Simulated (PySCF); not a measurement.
# Zn²⁰⁺ (zinc, charge +20): Hartree-Fock from Schrödinger to Dirac-Coulomb-Breit

Occupied: 1s1/2, 2s1/2, 2p1/2, 2p3/2. Hartree-Fock calculated with PySCF 2.14 in an uncontracted even-tempered set (17 s from 1.6 bohr⁻², ratio 2.7; 12 p from 1.9 bohr⁻², ratio 2.7), Gaussian nucleus throughout. NR is non-relativistic, sf-X2C the spin-free one-electron X2C Hamiltonian, X2C adds the bare one-electron spin-orbit term, X2C-SNSO screens it by Boettger's factors, DC is four-component Dirac-Coulomb, and the Gaunt and Breit terms are added at first order (total energies over the DC spinors, levels after relaxing the spinors in that mean field). QED terms are absent. Levels marked empty are virtual spinors of this ion.

```json
{"Hamiltonian": "NR", "E (hartree)": "-1552.5080", "E − E(DC) (hartree)": "16.0297", "CPU seconds": "0.34"}
{"Hamiltonian": "sf-X2C", "E (hartree)": "-1568.2324", "E − E(DC) (hartree)": "0.3053", "CPU seconds": "0.19"}
{"Hamiltonian": "X2C", "E (hartree)": "-1568.2871", "E − E(DC) (hartree)": "0.2506", "CPU seconds": "0.24"}
{"Hamiltonian": "X2C-SNSO", "E (hartree)": "-1568.2799", "E − E(DC) (hartree)": "0.2578", "CPU seconds": "0.24"}
{"Hamiltonian": "DC", "E (hartree)": "-1568.5377", "E − E(DC) (hartree)": "0.0000", "CPU seconds": "11"}
{"Hamiltonian": "DC+Gaunt", "E (hartree)": "-1567.7765", "E − E(DC) (hartree)": "0.7612", "CPU seconds": "19"}
{"Hamiltonian": "DC+Breit", "E (hartree)": "-1567.8403", "E − E(DC) (hartree)": "0.6974", "CPU seconds": "56"}
```

```tsv
level (eV)	NR	sf-X2C	X2C	X2C-SNSO	DC	DC+Gaunt	DC+Breit
1s1/2	-10441.9	-10561.3	-10561.1	-10561.1	-10566.2	-10553.6	-10554.3
2s1/2	-1987.8	-2017.2	-2017.1	-2017.2	-2017.7	-2016.6	-2016.7
2p1/2	-1847.9	-1856.0	-1874.3	-1873.0	-1873.2	-1871.3	-1871.5
2p3/2	-1847.9	-1856.0	-1847.2	-1847.8	-1848.1	-1846.8	-1847.0
3s1/2 (empty)	-728.50	-736.33	-736.32	-736.32	-736.43	-736.18	-736.20
3p1/2 (empty)	-686.69	-689.66	-693.64	-693.37	-693.39	-692.97	-693.04
3p3/2 (empty)	-686.69	-689.66	-687.74	-687.87	-687.93	-687.64	-687.70
```

```json
{"interval (eV)": "2p3/2 − 2p1/2", "X2C": "27.08", "X2C-SNSO": "25.25", "DC": "25.04", "DC+Gaunt": "24.49", "DC+Breit": "24.49"}
{"interval (eV)": "3p3/2 − 3p1/2", "X2C": "5.901", "X2C-SNSO": "5.502", "DC": "5.468", "DC+Gaunt": "5.336", "DC+Breit": "5.336"}
```

Weight of the small component: 1s1/2 0.0117, 2s1/2 0.00233, 2p1/2 0.00229, 2p3/2 0.00225, 3s1/2 0.000782, 3p1/2 0.000758, 3p3/2 0.000751.

Koopmans' value for the highest occupied level at DC+Breit: 1847.0 eV, against an ionisation energy of 1846.8 ± 1 eV (semi-empirical (NIST evaluation); NIST Atomic Spectra Database, ionization energies); the former lacks relaxation, correlation, QED and recoil.

The whole ladder took 89 s of wall time on 1 thread of Neoverse-N1 (shared host), launched as `OMP_NUM_THREADS=1 python relrun2.py TASK.json OUT` (a driver that calls PySCF for each Hamiltonian).
